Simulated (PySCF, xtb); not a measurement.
octafluorocyclobutane (C₄F₈), SMILES FC1(F)C(F)(F)C(F)(F)C1(F)F.

Coordinates come from a PBE0-D3(BJ)/def2-SVP optimisation.

Computed with PySCF with C-PCM-ωB97X/def2-SVP.

The values are the electrostatic part of the solvation free energy, E(continuum) − E(gas) at the gas-phase geometry, in a cavity of scaled van der Waals radii (PySCF's table); cavitation and dispersion terms are not included. In vacuum the orbital gap is 13.71 eV. The dipole moment in vacuum is 0.00 D.

| solvent | ε | ΔG(elec) (kcal/mol) | dipole (D) | gap (eV) |
|---|---|---|---|---|
| water | 78.36 | -1.9 | 0.00 | 13.72 |
| diethylether | 4.24 | -1.5 | 0.00 | 13.71 |
| n-hexane | 1.88 | [?] | [?] | [?] |

Problem. Complete the blanks. (The exact figures need the calculation; the answer reports its results.)

Solution. 
- n-hexane, ΔG(elec) (kcal/mol): -0.9
- n-hexane, dipole (D): 0.00
- n-hexane, gap (eV): 13.71

For comparison, GFN2-xTB/ALPB(water) (xtb, at the GFN2-xTB geometry, all terms of that model) gives 2.0 kcal/mol.
